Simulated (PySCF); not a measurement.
Radial density of P⁺ (phosphorus, charge +1)

UHF, [Ne] 3s2 3p1 3d1, one real determinant (an excited configuration). Calculation: PySCF 2.14, in aug-cc-pV(Q+d)Z (7s6p5d3f2g, 89 functions); the non-relativistic Hamiltonian (point nucleus).

| r (bohr) | 4πr²ρ (e/bohr) | 4πr²(ρα − ρβ) |
| --- | --- | --- |
| 0.00163 | 0.06987 | 0.0000 |
| 0.00275 | 0.1913 | 0.0000 |
| 0.00462 | 0.5115 | 0.0000 |
| 0.00777 | 1.317 | -0.0001 |
| 0.0131 | 3.179 | -0.0002 |
| 0.0220 | 6.892 | -0.0002 |
| 0.0370 | 12.49 | 0.0002 |
| 0.0622 | 16.89 | 0.0043 |
| 0.105 | 14.85 | 0.0225 |
| 0.176 | 10.72 | 0.0694 |
| 0.296 | 14.71 | 0.1086 |
| 0.498 | 13.51 | 0.0381 |
| 0.838 | 3.884 | 0.0945 |
| 1.41 | 2.094 | 0.6114 |
| 2.37 | 1.267 | 0.6303 |
| 3.99 | 0.2899 | 0.2609 |
| 6.71 | 0.04629 | 0.0462 |
| 11.3 | 7.804e-05 | 0.0001 |

⟨L²⟩ = 8.03 against 12 for a pure F term, so this real determinant mixes terms. The outer electron is Rydberg-like, and this basis confines it to a smaller radius and binds it less than a complete one would.
